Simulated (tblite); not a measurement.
C4H10F2GeSi.
SMILES with atom numbers: `[F:1][C@@H:2]1[CH2:3][GeH2:4][CH2:5][CH2:6][Si@H:7]1[F:8]` (hydrogens: H9 on C2; H10, H11 on C3; H12, H13 on Ge4; H14, H15 on C5; H16, H17 on C6; H18 on Si7)

Computed with GFN2-xTB (tblite), gas phase: L-BFGS steps from a force-field or distance-geometry start until the largest atomic force falls under 0.01 eV/Å.

Step 54: E = -730.0283 eV
```
atom  x, y, z in Å  |  force x, y, z in eV/Å
F1     -1.4248   -0.6178   -1.6878    0.016   0.018  -0.011
C2     -1.2244   -1.1352   -0.3998   -0.001   0.009  -0.014
C3     -1.6655   -0.0666    0.5841   -0.007   0.009   0.011
Ge4    -0.6567    1.5956    0.2135    0.044   0.021  -0.019
C5      1.2733    1.1534    0.3680   -0.015   0.000  -0.002
C6      1.6813   -0.0212   -0.5310   -0.010   0.031  -0.001
Si7     0.6349   -1.5750   -0.2376    0.022   0.009   0.002
F8      0.8018   -2.0448    1.3044    0.007  -0.013   0.012
H9     -1.8738   -2.0179   -0.3452    0.009  -0.013  -0.009
H10    -1.4623   -0.4162    1.5956   -0.005   0.011   0.029
H11    -2.7395    0.1045    0.5003   -0.019  -0.020   0.005
H12    -0.9941    2.1576   -1.1394   -0.002  -0.029   0.018
H13    -1.0385    2.6519    1.2244    0.009  -0.004  -0.015
H14     1.4802    0.8966    1.4100   -0.011   0.021  -0.015
H15     1.8802    2.0305    0.1303    0.000  -0.042   0.024
H16     1.5753    0.2785   -1.5754   -0.006   0.010  -0.005
H17     2.7415   -0.2432   -0.3788   -0.024  -0.011  -0.010
H18     1.0025   -2.7244   -1.0471   -0.006  -0.008   0.001
```

Step 55: E = -730.0287 eV
```
atom  x, y, z in Å  |  force x, y, z in eV/Å
F1     -1.4253   -0.6165   -1.6875    0.016   0.020  -0.023
C2     -1.2236   -1.1346   -0.4007   -0.015   0.015   0.010
C3     -1.6650   -0.0667    0.5849   -0.008   0.002   0.014
Ge4    -0.6575    1.5962    0.2126    0.053  -0.003  -0.019
C5      1.2720    1.1530    0.3686    0.006   0.000   0.003
C6      1.6814   -0.0205   -0.5318   -0.011   0.032   0.008
Si7     0.6356   -1.5747   -0.2386    0.013   0.004   0.012
F8      0.8015   -2.0435    1.3044    0.008  -0.009  -0.004
H9     -1.8724   -2.0178   -0.3458    0.009  -0.010  -0.010
H10    -1.4600   -0.4173    1.5961   -0.006   0.017   0.018
H11    -2.7398    0.1040    0.5033   -0.004  -0.025   0.002
H12    -0.9953    2.1533   -1.1413   -0.003  -0.022   0.009
H13    -1.0373    2.6540    1.2206    0.003   0.007  -0.004
H14     1.4789    0.8964    1.4107   -0.023   0.004  -0.010
H15     1.8817    2.0291    0.1354   -0.005  -0.029   0.005
H16     1.5754    0.2810   -1.5758   -0.002   0.005  -0.001
H17     2.7414   -0.2435   -0.3787   -0.028  -0.003  -0.014
H18     0.9996   -2.7255   -1.0479   -0.002  -0.004   0.004
```

Q: Estimate the geometry and energy of step 56. (The exact step hangs on the optimiser's Hessian estimate; all steps are aligned on step 55, rigid shifts and turns removed.)

A: E = -730.0289 eV, largest force 0.041 eV/Å
```
atom  x, y, z in Å  |  force x, y, z in eV/Å
F1     -1.4257   -0.6150   -1.6876    0.015   0.018  -0.019
C2     -1.2233   -1.1340   -0.4012   -0.016   0.015   0.022
C3     -1.6646   -0.0668    0.5859   -0.006  -0.001   0.013
Ge4    -0.6571    1.5965    0.2111    0.036  -0.019  -0.008
C5      1.2712    1.1525    0.3694    0.018   0.000   0.006
C6      1.6814   -0.0194   -0.5321   -0.011   0.017   0.007
Si7     0.6363   -1.5741   -0.2394   -0.003   0.001   0.013
F8      0.8012   -2.0423    1.3042    0.010  -0.008  -0.014
H9     -1.8715   -2.0179   -0.3464    0.010  -0.003  -0.013
H10    -1.4577   -0.4180    1.5969   -0.008   0.021   0.006
H11    -2.7400    0.1029    0.5062    0.008  -0.025   0.001
H12    -0.9964    2.1491   -1.1433   -0.001  -0.015  -0.001
H13    -1.0362    2.6559    1.2168    0.000   0.011   0.001
H14     1.4771    0.8959    1.4114   -0.029  -0.010   0.000
H15     1.8829    2.0275    0.1400   -0.002  -0.009  -0.010
H16     1.5756    0.2833   -1.5759   -0.001   0.003   0.003
H17     2.7411   -0.2437   -0.3788   -0.024   0.004  -0.014
H18     0.9969   -2.7261   -1.0489    0.003   0.001   0.008
```

The energy changes by -0.0003 eV. The first-order estimate −F·Δx gives -0.0004 eV and the mean of the old and new forces, exact on a quadratic surface, -0.0003 eV. The step makes an angle of 71° with the force vector and moves no atom by more than 0.005 Å.

What follows is the cost of the whole relaxation. Time: 0.99 s of wall time. Hardware: an Intel Xeon at 2.70 GHz with one thread, shared host with 64 logical CPUs at a one-minute load of 59.
